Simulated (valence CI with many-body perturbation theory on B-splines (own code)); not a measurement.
# Hyperfine factors and g values of Tb³⁴⁺

Computed by configuration interaction combined with many-body perturbation theory (CI+MBPT): three valence electrons over a frozen Dirac-Fock core [Ar] 3d10, a basis of 11 s, 11 p, 9 d, 7 f, 5 g, 2 h, 1 i functions for each j, with the one-electron correlation potential Σ1 (screened to all orders), the two-electron term Σ2, the three-electron term Σ3, Breit, model QED; selected single and double excitations, second order for the rest (own B-spline code, finite nucleus).

No measured spectrum was set against this ion. As an estimate, large intervals hold to a few tenths of a per cent, small ones and those within an open d or f shell to about a per cent.

A/g_I is the dipole constant over the nuclear g factor μ/I (μ in nuclear magnetons, uniformly magnetised nucleus), B/Q the quadrupole constant per barn. Both hold the static response of the core; the bare values leave it out. Large factors of s and p1/2 electrons are usually good to 5 to 10 %; those of open d and f shells near neutrality can be off by tens of per cent, and small factors of p3/2, d and f electrons come from cancelling terms and can be off by a factor of two or in sign, in half-filled shells by more. B is blank for J = 1/2, where it vanishes, and for nearly pure S terms. Energies count from the lowest level.

Levels are named by their leading jj configuration (3d3/2^4 stands for four electrons in 3d with j = 3/2), which in mixed levels can hold well under half, so a name can repeat and another be missing. Letters in brackets count levels of one name in rising energy.

```csv
Level,E (cm⁻¹),g,A/g_I (MHz),A/g_I bare,B/Q (MHz/b),B/Q bare
(4s^2 4p1/2) J=1/2,0,0.661,257000,248000,,
(4s^2 4p3/2) J=3/2,393700,1.331,35200,33700,68100,65500
(4s 4p1/2^2) J=1/2,601470,2.294,769000,741000,,
(4s 4p1/2 4p3/2) J=3/2 [a],915500,1.675,199000,191000,55200,53000
(4s 4p1/2 4p3/2) J=5/2,968650,1.383,232000,224000,35400,34000
(4s 4p1/2 4p3/2) J=3/2 [b],1047100,0.949,-891,-793,53700,51700
(4s 4p1/2 4p3/2) J=1/2,1071100,1.192,-227000,-219000,,
(4s 4p3/2^2) J=5/2,1330300,1.403,178000,171000,23200,22300
(4s^2 4d3/2) J=3/2,1415100,0.951,-17800,-16800,-10800,-10300
(4s 4p3/2^2) J=1/2,1465300,1.840,810000,780000,,
(4s 4p3/2^2) J=3/2,1506400,1.080,-84800,-81500,-4750,-4590
(4s^2 4d5/2) J=5/2,1531600,1.206,27300,26700,23800,23100
(4p1/2^2 4p3/2) J=3/2,1660300,1.333,30000,29300,62500,60100
(4s 4p1/2 4d3/2) J=3/2 [a],1904700,0.516,-73100,-70100,14500,14100
(4s 4p1/2 4d3/2) J=5/2,1937200,1.075,193000,186000,-6580,-6140
(4p1/2 4p3/2^2) J=3/2,1991700,1.389,4240,4540,-2880,-2740
(4p1/2 4p3/2^2) J=5/2,2008300,1.161,36900,36000,-2430,-2260
(4s 4p1/2 4d3/2) J=1/2,2032600,0.369,-316000,-304000,,
(4s 4p1/2 4d3/2) J=3/2 [b],2037400,1.334,107000,103000,8390,8090
(4s 4p1/2 4d5/2) J=5/2 [a],2057800,1.418,129000,125000,15200,14700
(4s 4p1/2 4d5/2) J=7/2,2064300,1.255,151000,146000,-1410,-1150
(4p1/2 4p3/2^2) J=1/2,2093700,0.661,248000,238000,,
(4s 4p1/2 4d5/2) J=5/2 [b],2148700,0.968,15600,15400,37500,36300
(4s 4p1/2 4d5/2) J=3/2,2179700,1.055,-82900,-79300,18600,18000
(4s 4p3/2 4d3/2) J=3/2 [a],2353100,1.341,149000,144000,-10400,-10100
(4s 4p3/2 4d3/2) J=5/2 [a],2355000,1.269,126000,122000,15500,14900
(4s 4p3/2 4d3/2) J=1/2 [a],2356300,2.346,429000,413000,,
(4s 4p3/2 4d3/2) J=7/2,2367300,1.307,124000,119000,44600,43000
(4s 4p3/2 4d5/2) J=9/2,2367600,1.331,107000,103000,82900,79900
(4p3/2^3) J=3/2 [a],2399300,1.357,-20300,-18800,-46600,-44800
(4s 4p3/2 4d3/2) J=3/2 [b],2437400,0.965,-22100,-21000,-37800,-36400
(4s 4p3/2 4d5/2) J=5/2 [a],2445700,1.338,163000,157000,-35400,-34000
(4s 4p3/2 4d3/2) J=5/2 [b],2460400,0.906,-30800,-29400,39800,38300
(4s 4p3/2 4d5/2) J=7/2 [a],2497000,1.226,105000,101000,21700,20900
(4s 4p3/2 4d5/2) J=7/2 [b],2501300,1.144,-40800,-38800,77700,75000
(4s 4p3/2 4d3/2) J=1/2 [b],2509400,0.596,47400,46200,,
(4s 4p3/2 4d5/2) J=1/2,2574200,0.677,-191000,-183000,,
(4s 4p3/2 4d5/2) J=5/2 [b],2597800,1.118,-46700,-44500,-23800,-22900
(4s 4p3/2 4d5/2) J=3/2,2598800,1.305,182000,176000,20600,19900
(4p3/2^3) J=3/2 [b],2621600,1.110,14600,14400,-56700,-54600
```

Q: Take the isotope of mass number 159, with I = 3/2, μ = 2.009 μN and Q = 1.432 b. What is the hyperfine structure of (4s^2 4p3/2) J=3/2?

A: From the table A = 47100 MHz, B = 97500 MHz. Shifts from the centre of gravity in MHz: F = 0: -54800, F = 1: -105000, F = 2: -108000, F = 3: 130000.
